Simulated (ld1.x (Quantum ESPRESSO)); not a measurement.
**Nb (Z = 41), ultrasoft: configuration errors across variants**

* Element: Nb
* Generator: ld1.x (Quantum ESPRESSO) 7.5
* Type: ultrasoft
* Functional: PW91
* Relativity: fully relativistic
* Frozen core: [Kr]
* Valence charge: 5
* Reference configuration: 4d3 5s0 5p0 (charge +2)
* Partial waves: 5s (bound, empty): rcut 2.45, rcutus 2.80 bohr; 5s channel at -0.5 Ry: rcut 2.45, rcutus 2.80 bohr; 5p (bound, empty): rcut 2.40, rcutus 2.85 bohr; 5p channel at 0.05 Ry: rcut 2.40, rcutus 2.85 bohr; 4d (bound): rcut 1.80, rcutus 2.20 bohr; 4d channel at 0.05 Ry: rcut 1.80, rcutus 2.20 bohr
* Local potential: all-electron potential smoothed inside 2.40 bohr (lloc = -1)
* Core correction: Bessel-smoothed model core inside 1.90 bohr
* Augmentation charge: built from norm-conserving waves at rcut, not smoothed further

Open shells are filled in proportion to 2j + 1 (rel_dist='average').

All-electron excitation energies from the reference (eV): (1) 4d4 5s1 5p0 -20.780; (2) 4d4 5s0 5p0 -14.094; (3) 4d2 5s0 5p0 24.782; (4) 4d1 5s0 5p0 61.757; (5) 4d3 5s1 5p1 -17.976; (6) 4d4 5s0 5p1 -17.804; (7) 4d3 5s1 5p0 -13.710.

Tests that are not counted but printed errors over 1 eV. “local potential all-electron potential smoothed inside 1.06 bohr (lloc = -1)”: 4d4 5s0 5p1 (solver errors, printed error -1.9 eV). “local potential all-electron potential smoothed inside 1.56 bohr (lloc = -1)”: 4d3 5s1 5p1 (pseudo-atom not self-consistent, printed error -2.6 eV); 4d4 5s0 5p1 (solver errors, printed error -1.9 eV). “local potential all-electron potential smoothed inside 1.84 bohr (lloc = -1)”: 4d3 5s1 5p1 (solver errors, printed error +2.0 eV).

A true bound ghost makes a file unfit for plane-wave use even where its test errors are small: the radial tests pick states by their node count and pass the ghost by. Where a test does run into it, the solver fails or the error is huge.

Errors AE − PS in meV (a dash: test not solved or not reliable):

| change | (1) | (2) | (3) | (4) | (5) | (6) | (7) | bound ghosts |
| --- | --- | --- | --- | --- | --- | --- | --- | --- |
| base | -59 | -85 | -195 | -995 | -9.3 | -46 | -12 | p3/2 |
| local potential all-electron potential smoothed inside 1.06 bohr (lloc = -1) | -58 | -82 | -191 | -984 | – | – | -13 | s, p1/2, p3/2 |
| local potential all-electron potential smoothed inside 1.56 bohr (lloc = -1) | -42 | -61 | -150 | -808 | – | – | -13 | s, p1/2, p3/2, d3/2 |
| local potential all-electron potential smoothed inside 1.84 bohr (lloc = -1) | -59 | -84 | -195 | -997 | – | – | -13 | s, p3/2, p1/2 |
| local potential all-electron potential smoothed inside 2.06 bohr (lloc = -1) | -59 | -85 | -195 | -996 | -2526 | – | -13 | s, p3/2, p1/2 |
| local potential all-electron potential smoothed inside 2.34 bohr (lloc = -1) | -59 | -85 | -195 | -995 | +11 | -40 | -12 | p3/2 |
| local potential all-electron potential smoothed inside 2.60 bohr (lloc = -1) | -59 | -85 | -195 | -996 | -14 | -53 | -13 | p3/2 |
| local potential all-electron potential smoothed inside 2.76 bohr (lloc = -1) | -59 | -85 | -195 | -996 | -15 | -55 | -13 | p3/2 |
| local potential all-electron potential smoothed inside 3.08 bohr (lloc = -1) | -59 | -85 | -195 | -997 | -16 | -57 | -13 | none |
| local potential all-electron potential smoothed inside 3.32 bohr (lloc = -1) | -59 | -85 | -196 | -998 | -16 | -58 | -13 | none |

(1) Give the same row for: local potential all-electron potential smoothed inside 1.40 bohr (lloc = -1).

## Answers

(1) -57, -81, -189, -979, –, –, -13; bound ghosts: s, p1/2, p3/2. Not counted: 4d4 5s0 5p1 (solver errors, printed error -1.9 eV).
